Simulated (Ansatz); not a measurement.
Calculated with Ansatz (gas phase, PBE0-D4/def2-TZVP geometries, no zero-point term in ΔE). CCSD(T)/CBS adds triple-zeta CCSD(T) − MP2 to the extrapolated MP2 energy (def2 sets, frozen cores). This one scheme is used for every species. DFT in def2-TZVPP. B3LYP here is the variant with VWN-RPA as its local correlation; programs differ in this. One conformer a species, not always the lowest.

Reaction (formal exchange of groups at a C–C bond): `CC[SiH3]` + `ClCCl` → `[SiH3]CC(Cl)Cl` + CH₄

`CC[SiH3]`:

Z-matrix (Å, degrees):
```
C
C 1 1.526
H 1 1.093 2 111.4
H 1 1.093 2 111.6 3 120.1
H 1 1.093 2 111.4 3 -119.8
Si 2 1.876 1 113.4 3 59.9
H 2 1.095 1 110.5 3 -178.6
H 2 1.095 1 110.5 3 -61.7
H 6 1.489 2 110.4 1 -59.6
H 6 1.489 2 110.4 1 59.7
H 6 1.489 2 111.1 1 -180.0
```

`ClCCl`:

```xyz
5

Cl    0.576   -1.542   -0.367
C    -0.118    0.014    0.083
Cl    0.773    1.381   -0.584
H    -1.134    0.054   -0.298
H    -0.097    0.093    1.166
```

`[SiH3]CC(Cl)Cl`:

Z-matrix (Å, degrees):
```
Si
C 1 1.892
H 1 1.486 2 107.8
H 1 1.482 2 111.9 3 120.1
H 1 1.487 2 109.2 3 -118.4
C 2 1.505 1 114.2 3 161.5
H 2 1.093 1 109.5 3 -75.3
H 2 1.095 1 108.3 3 41.1
Cl 6 1.780 2 111.3 1 58.8
Cl 6 1.782 2 111.6 1 -178.1
H 6 1.088 2 112.3 1 -59.6
```

CH₄:

Cartesian coordinates in Å:
```
C 0.000 0.000 0.000
H 0.349 -0.989 -0.297
H -0.949 -0.093 0.528
H -0.137 0.619 -0.887
H 0.737 0.463 0.656
```

```json
{"level": "PBE-D4", "ΔE (kcal/mol)": "-6.2"}
{"level": "r2SCAN-D4", "ΔE (kcal/mol)": "-6.8"}
{"level": "B3LYP-D4", "ΔE (kcal/mol)": "-6.1"}
{"level": "ωB97X-V", "ΔE (kcal/mol)": "-5.8"}
{"level": "PBE0", "ΔE (kcal/mol)": "-4.6"}
{"level": "CCSD/def2-TZVPP", "ΔE (kcal/mol)": "-5.5"}
{"level": "HF/def2-QZVPP", "ΔE (kcal/mol)": "-2.6"}
{"level": "MP2/def2-QZVPP", "ΔE (kcal/mol)": "-7.6"}
```

(1) What does CCSD(T)/CBS give? (An estimate is asked.)

Largest T1 diagnostic among the species: 0.010.

Results:

(1) The calculation gave: -6.6 kcal/mol. The listed levels differ from it by 0.4, -0.2, 0.5, 0.8, 2.0, 1.1, 4.0, -1.0 kcal/mol.

The D4 term adds −2.1 kcal/mol with B3LYP and −1.2 kcal/mol with PBE0; it sums over pairs of atoms, weighted by their polarisabilities, and B3LYP, whose exchange is more repulsive, gets the larger term. In def2-TZVPP, CCSD(T) changes the Hartree–Fock value by −3.7 kcal/mol (the triples alone add −0.9 kcal/mol) and MP2 by −4.9 kcal/mol.
